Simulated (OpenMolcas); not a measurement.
A run on Cr3+ among 3 point charges of -1 e arranged as a planar triangle (D3h), 1.97 Å from the ion.
```
   1.9700    0.0000    0.0000  -1.00
  -0.9850    1.7061    0.0000  -1.00
  -0.9850   -1.7061    0.0000  -1.00
```

```
Program             : OpenMolcas
Method              : CASSCF
Basis               : ANO-RCC-VDZP [5s4p2d1f]
Scalar Hamiltonian  : DKH2, point nucleus
Active space        : 3 electrons in 5 orbitals (3d)
State averaging     : 2S+1 = 4 even, 10 roots; 2S+1 = 2 even, 40 roots
Spin-orbit coupling : state interaction with AMFI integrals over the reference wave functions
```

34 basis functions. Blocks (2S+1, parity, CSFs, roots kept): 4, even, 10, 10; 2, even, 40, 40.

How long do the RASSCF and RASSI steps take on 1 thread of Arm Neoverse V1, with other jobs on the host?

About 10 s of wall time, without the integral step.
